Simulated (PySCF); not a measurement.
**Telling isomers of C5H10O2Si apart by NMR**

[PySCF 2.14: GFN2-xTB geometry; shielding tensors at PBE0/pcSseg-1 (GIAO); one averaged value for each set of equivalent atoms; a single conformation; relativity neglected; no solvent model]

δ = σ(ref) − σ, references computed at the same level: 1H (σ = 31.72 ppm), 13C (σ = 186.93 ppm) vs TMS. Where no couplings were computed, multiplicities follow the n + 1 count of equivalent neighbours, and m marks all less simple cases (inequivalent or close neighbours, rings, F or P nearby). Shifts are as computed. Against solution values, carbons near 30 ppm lie about +3 ppm off and those near 130 ppm about +5 ppm. Of 1211 compounds with measured shifts, 218 miss one by over three times the rms of a fit or turn the order of signals round; such compounds aren't used in these exercises. OH and NH positions are gas-phase values without hydrogen bonding to other molecules.

(1) Tabulate the signals of `C=C1O[SiH2]CC[C@H]1O`, `CC(C)[SiH2]C(=O)C=O` and their relative energies.

(2) What is the quickest way to tell C=C1O[SiH2]CC[C@H]1O from CC(C)[SiH2]C(=O)C=O?

## Answers

(1) 
| SMILES | carbon types | δC | δH | E rel. (kcal/mol) |
| --- | --- | --- | --- | --- |
| C=C1O[SiH2]CC[C@H]1O | 1×C 1×CH 3×CH2 | 168.1, 91.7, 74.3, 30.6, 6.1 | 5.31 (m, 1H), 4.92 (m, 1H), 4.38 (br s, 1H), 4.37 (m, 1H), 4.22 (br s, 1H), 2.56 (m, 1H), 1.79 (m, 1H), 1.18 (m, 1H), 0.91 (m, 1H), 0.87 (br s, 1H) | 0.0 |
| CC(C)[SiH2]C(=O)C=O | 1×C 2×CH 2×CH3 | 250.7, 203.5, 21.4, 15.2 | 9.93 (s, 1H), 4.17 (d, 2H), 1.86 (m, 1H), 1.17 (d, 6H) | 35.5 |

Energies are electronic energies at PBE0/pcSseg-1 on these geometries, without zero-point or thermal terms, each for the one conformer computed, which needn't be the lowest.

(2) Count the carbon signals: 5 against 4. The first has an alkene carbon bearing oxygen (C) at 168.1 ppm, the second a carbonyl carbon (C) at 250.7 ppm. In the proton spectra the most deshielded non-exchanging signals are 5.31 (m, 1H) and 9.93 (s, 1H).
